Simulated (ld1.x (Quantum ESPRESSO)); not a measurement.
**Which setting gave this result? (chromium, PAW)**

Base potential:

- Element: Cr
- Generator: ld1.x (Quantum ESPRESSO) 7.5
- Type: PAW
- Functional: BP86
- Relativity: scalar-relativistic
- Frozen core: [Ne]
- Valence charge: 14
- Reference configuration: 3s2 3p6 3d5 4s1 4p0
- Partial waves: 3s (bound): rcut 1.20, rcutus 1.40 bohr; 4s (bound): rcut 1.20, rcutus 1.40 bohr; 3p (bound): rcut 1.60, rcutus 2.05 bohr; 4p (bound, empty): rcut 1.60, rcutus 2.05 bohr; 3d (bound): rcut 1.40, rcutus 1.75 bohr; 3d channel at 4.05 Ry: rcut 1.40, rcutus 1.75 bohr
- Local potential: all-electron potential smoothed inside 1.30 bohr (lloc = -2)
- Core correction: Bessel-smoothed model core inside 0.85 bohr
- Augmentation charge: PSQ, radius 1.35 bohr

Cutoffs, loose and tight: the cutoffs (Ry, on a coarse ladder) from which the occupation-weighted sum of valence levels, in a spherical-Bessel basis at the reference potential, stays within 10 and 1 mRy of its value at 400 Ry. They do not see the model core or the augmentation charge, which bear on the density cutoff. Test errors are all-electron minus pseudo excitation energies from the reference, over the configurations 3s2 3p6 3d5 4s0 4p0; 3s2 3p6 3d4 4s0 4p0; 3s2 3p6 3d3 4s0 4p0; 3s2 3p6 3d6 4s0 4p0; 3s2 3p6 3d5 4s0 4p1; 3s2 3p5 3d5 4s1 4p0; 3s2 3p6 3d4 4s1 4p1; variants that change the core or the reference have their own tests. The largest error is taken over the tests solved by every variant that gives reliable tests at all, those not shown here included: 3s2 3p6 3d3 4s0 4p0; 3s2 3p6 3d4 4s0 4p0; 3s2 3p6 3d5 4s0 4p0; 3s2 3p6 3d6 4s0 4p0.

Only the scale of all radii but the core radius (base = 1) is moved (2 further runs of the sweep failed or gave no value and are left out):

```tsv
scale of all radii but the core radius (base = 1)	cutoff, loose	cutoff, tight	bound ghosts	largest test error (meV)
0.93	40 Ry	70 Ry	none	-20
1.12	30 Ry	45 Ry	none	-102
1.2	30 Ry	40 Ry	none	-13
1.31	25 Ry	35 Ry	none	test run stopped at test 1 of 7 (negative rho)
1.38	25 Ry	30 Ry	none	test run stopped at test 1 of 7 (negative rho)
```

Task: One more run gave cutoff, loose: 35 Ry; cutoff, tight: 50 Ry; bound ghosts: none; largest test error (meV): -57. Which value of the scale of all radii but the core radius (base = 1) was used?

Result: 1.03. The tight cutoff moves one way along this sweep, from 70 Ry at 0.93 to 30 Ry at 1.38, which places the run between 0.93 and 1.12.
